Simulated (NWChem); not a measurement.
System: C3H8S; SMILES CC(C)S

Here is an NWChem input.

```
start job
memory heap 200 mb stack 900 mb global 1100 mb
geometry units angstroms noautosym nocenter noautoz
  C     -0.104815     1.079488     1.266810
  C      0.389377     0.399013     0.000000
  C     -0.104815     1.079488    -1.266810
  S      0.021727    -1.397304     0.000000
  H      0.226814     2.130709     1.298276
  H     -1.206519     1.077110     1.307770
  H      0.267468     0.569207     2.166255
  H      1.493127     0.404378     0.000000
  H     -1.206519     1.077110    -1.307770
  H      0.267468     0.569207    -2.166255
  H      0.226814     2.130709    -1.298276
  H     -1.324494    -1.271136     0.000000
end
basis spherical
  * library def2-svp
end
dft
  xc xpbe96 cpbe96
  iterations 150
end
cosmo
  do_cosmo_smd true
  solvent dmso
end
task dft energy
```

The geometry was optimised at PBE0/def2-SVP. Solvent: dimethyl sulfoxide.

Level: PBE/def2-SVP with SMD (1 M gas to 1 M solution), gas-phase geometry.

Q: What results follow from this input? (PBE/def2-SVP, SMD on the gas-phase geometry.) Quantities: solvation free energy (kcal/mol); cavity-dispersion-structure term (kcal/mol); dipole in solution (D).

A: The solvation free energy (kcal/mol) is -3.0. The cavity-dispersion-structure term (kcal/mol) is -0.4. The dipole in solution (D) is 2.04.
